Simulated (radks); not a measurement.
Results of a calculation; reference values are marked as such.
Effect of the nuclear size on the tungsten ion W+, [Xe] 4f14 5d4 6s1. Level of theory: Dirac Kohn-Sham, LDA (Slater exchange, Perdew-Wang correlation), spin-unpolarised, spherical densities, finite nucleus; open shells are shared between the two j in proportion to 2j + 1; Fermi nuclear charge, rms radius 5.3658 fm (a radial shooting solver on a logarithmic mesh with Libxc functionals). The rms radius is varied about that value; shifts are against it.

| rms radius (fm) | total energy shift (eV) | density at nucleus (e/bohr^3) | 1s1/2 shift (meV) | 2s1/2 shift (meV) | 5p1/2 shift (meV) | 6s1/2 shift (meV) | 5d5/2 shift (meV) | 6p1/2 (empty) shift (meV) | 7s1/2 (empty) shift (meV) |
|---|---|---|---|---|---|---|---|---|---|
| 4.298 | -21.4 | 1.532e+06 | -8690 | -1220 | 0.370 | -1.17 | 0.423 | 0.142 | -0.169 |
| 5.017 | -7.35 | 1.452e+06 | -2980 | -420 | 0.126 | -0.400 | 0.145 | 0.048 | -0.058 |
| 5.3658 | 0 | 1.418e+06 | 0.000 | 0.000 | 0.000 | 0.000 | 0.000 | 0.000 | 0.000 |
| 5.6717 | 6.71 | 1.391e+06 | 2720 | 383 | -0.115 | 0.365 | -0.132 | -0.044 | 0.053 |
| 6.2994 | 21.2 | 1.342e+06 | 8600 | 1210 | -0.364 | 1.15 | -0.418 | -0.140 | 0.167 |

Slopes of the eigenvalues against <r^2> in GHz/fm^2, as finite differences over the two radii next to the reference (eigenvalue slopes, not the field-shift constants of lines): 1s1/2 197000, 2s1/2 27700, 5p1/2 -8.35, 6s1/2 26.4, 5d5/2 -9.57, 6p1/2 (empty) -3.20, 7s1/2 (empty) 3.83.
